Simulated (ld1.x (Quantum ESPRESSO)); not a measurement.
**What one change does to a pseudopotential (Mg (Z = 12), PAW)**

```
Element                 : Mg (Z = 12)
Generator               : ld1.x (Quantum ESPRESSO) 7.5
Type                    : PAW
Functional              : PBE
Relativity              : scalar-relativistic
Frozen core             : [Ne]
Valence charge          : 2
Reference configuration : 3s2 3p0
Partial waves           : 3s (bound): rcut 2.60, rcutus 3.00 bohr; 3s channel at -0.05 Ry: rcut 2.60, rcutus 3.00 bohr; 3p (bound, empty): rcut 2.35, rcutus 2.70 bohr; 3p channel at 1.95 Ry: rcut 2.35, rcutus 2.70 bohr
Local potential         : all-electron potential smoothed inside 2.85 bohr (lloc = -1)
Core correction         : Bessel-smoothed model core inside 2.40 bohr
Augmentation charge     : PSQ, inside the norm-conserving radii
```

Change: wave 3p channel at 1.95 Ry: rcut 2.35, rcutus 2.70 bohr becomes 3p channel at 0.04 Ry: rcut 2.35, rcutus 2.70 bohr.

Cutoffs: the cutoffs (Ry, on a coarse ladder) from which the occupation-weighted sum of valence levels, in a spherical-Bessel basis at the reference potential, stays within 10 and 1 mRy of its value at 400 Ry; they do not see the model core or the augmentation charge, which bear on the density cutoff. Errors are all-electron minus pseudo energies relative to the spin-unpolarised reference configuration.

**Question.** Predict the effect on cutoff, ghosts and configuration errors.

**Answer.** Both files are so soft that the ladder of cutoffs tells neither apart; the errors of the 5 common tests hardly move; the range in which the p phases agree narrows (upper end at the end of the scan → 2.4); neither file shows a bound ghost.

| quantity | base | changed |
| --- | --- | --- |
| cutoff, loose | 6 Ry | 6 Ry |
| cutoff, tight | 6 Ry | 6 Ry |
| bound ghosts | none | none |
| error for 3s1 3p0, meV [ΔE 7.96 eV] | -4.0 | -4.0 |
| error for 3s1.5 3p0, meV [ΔE 3.14 eV] | -0.7 | -0.7 |
| error for 3s1 3p1, meV [ΔE 3.49 eV] | -1.5 | -1.5 |
| error for 3s0 3p1, meV [ΔE 12.33 eV] | -13 | -13 |
| error for 3s0 3p2, meV [ΔE 7.18 eV] | -7.4 | -7.6 |
| s: phases at 3.27 bohr within 0.05 rad from the reference energy up to (Ry; the scan ends near 5) | 1.8 | 1.8 |
| p: phases at 3.27 bohr within 0.05 rad from the reference energy up to (Ry; the scan ends near 5) | to the end of the scan | 2.4 |
| lowest overlap eigenvalue by channel | s 0.49, p 0.80 | s 0.49, p 0.83 |
